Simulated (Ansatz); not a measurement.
Program: Ansatz. Geometries: PBE0-D4/def2-TZVP. ΔE: electronic, gas phase. CCSD(T)/CBS is the MP2 limit (def2-TZVPP, def2-QZVPP) plus CCSD(T) − MP2 in def2-TZVPP, frozen cores. This one scheme is used for every species. DFT in def2-TZVPP. One conformer a species, not always the lowest.

Consider the ligand exchange at the Si–S bond: `C[SiH](S)Cl` + CH₃OH → `CO[SiH](C)Cl` + H₂S.

CCSD(T)/CBS gives -45.7 kJ/mol.

Another level gave -47.2 kJ/mol. Which?
A. PBE/def2-TZVPP
B. CAM-B3LYP-D4/def2-TZVPP
C. HF/def2-TZVPP
D. ωB97X-V/def2-TZVPP

D. ωB97X-V -47.2, CAM-B3LYP-D4 -54.7, PBE -32.4, HF/def2-TZVPP -58.7 kJ/mol.

Largest T1 diagnostic among the species: 0.010.

At CCSD(T), def2-SVP lies −3.1 kJ/mol from the extrapolated value and def2-TZVPP −3.4 kJ/mol. From BLYP to BHLYP (50 % exact exchange), in def2-TZVPP and without D4, ΔE moves by −7.9 kJ/mol. In def2-TZVPP, CCSD(T) changes the Hartree–Fock value by +9.6 kJ/mol (the triples alone add +2.1 kJ/mol) and MP2 by +12.5 kJ/mol.
